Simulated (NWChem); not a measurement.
CH5FOSi2; SMILES O=C[Si@H](F)[SiH3]

```xyz
10

O      1.2849     2.0153    -0.0700
C      0.1743     1.7115     0.2922
Si    -0.5998     0.0818    -0.3827
F     -2.0615    -0.1351     0.3156
Si     0.8138    -1.7212     0.1231
H     -0.3948     2.3653     1.0108
H     -0.8065     0.2621    -1.8493
H      0.2115    -2.9950    -0.3724
H      1.0037    -1.8042     1.6022
H      2.1313    -1.4938    -0.5412
```
Atoms are numbered in this order, from 1.

All runs: NWChem. Coordinates come from a PBE0/def2-SVP optimisation. Level: PBE0/def2-SVP with SMD (1 M gas to 1 M solution), gas-phase geometry. Reactions with the solvent are ignored.

Task: What does the run give for solvent water? Quantities: solvation free energy (kcal/mol); cavity-dispersion-structure term (kcal/mol); dipole in solution (D).

Result: The solvation free energy (kcal/mol) comes out as 0.4 and the cavity-dispersion-structure term (kcal/mol) is 5.6. The dipole in solution (D) is 1.22.
